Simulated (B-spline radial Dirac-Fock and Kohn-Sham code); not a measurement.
**Atomic SCF run for Ta**

ΔSCF core binding energies without Breit or QED terms, calculated with a radial atomic solver. Keys: rel is the Hamiltonian (dirac, or spin-free x2c and nr, where L3 and M5 stand for the whole 2p and 3d shells), method is hf or an exchange,correlation pair (spin-unpolarised, also for the hole states), nuc the nuclear model, radius_factor scales its radius, rmax is the box in bohr, h the logarithmic mesh step, order the B-spline order, points the quadrature points per cell, c_factor scales the speed of light, and damp, ndamp, maxit and tol steer the iteration. The run stops when the commutator error falls below 10·tol·max(1, Z/10), or the numerical noise floor, and the energy has settled to about 1e-8 Ha; the virial ratio is −V/T.

Input (task.json):

```json
{"items": [{"Z": 73, "q": 0, "cfg": [[1, 0, 2], [2, 0, 2], [2, 1, 6], [3, 0, 2], [3, 1, 6], [3, 2, 10], [4, 0, 2], [4, 1, 6], [4, 2, 10], [4, 3, 14], [5, 0, 2], [5, 1, 6], [5, 2, 3], [6, 0, 2]], "A": 181, "rrms": 5.3507, "do": "settings", "holes": ["K", "L3", "M5"],
  "settings": [{"rel": "dirac", "method": "hf", "nuc": "fermi", "radius_factor": 1.0, "rmax": 25.0, "h": 0.4, "order": 8, "points": 10, "c_factor": 1.0, "maxit": 60, "damp": 0.0, "ndamp": 3, "tol": 1e-08}]}]}
```

Command: `python xray2_run.py task.json out`

Ground-state iterations:

```
iter   energy (Ha)        error
   1   -15615.25126676  2.83e+00
   2   -15615.25856740  3.46e-01
   3   -15614.79953887  4.61e-01
   4   -15612.44968129  6.65e-01
   5   -15611.05634740  8.37e-01
   6   -15616.50736457  7.31e-02
   7   -15616.55907547  9.40e-03
   8   -15616.56140646  3.18e-03
   9   -15616.56153592  4.33e-04
  10   -15616.56154119  1.03e-04
  11   -15616.56154166  1.84e-05
  12   -15616.56154168  1.27e-06
  13   -15616.56154168  1.99e-07
```

The ground state converged in 13 iterations, with total energy -15616.56154 Ha, virial ratio 1.89139 and highest orbital energy -6.91 eV. ΔSCF binding energies: K (1s) 67750.5 eV, L3 (2p3/2) 9913.4 eV, M5 (3d5/2) 1743.5 eV.
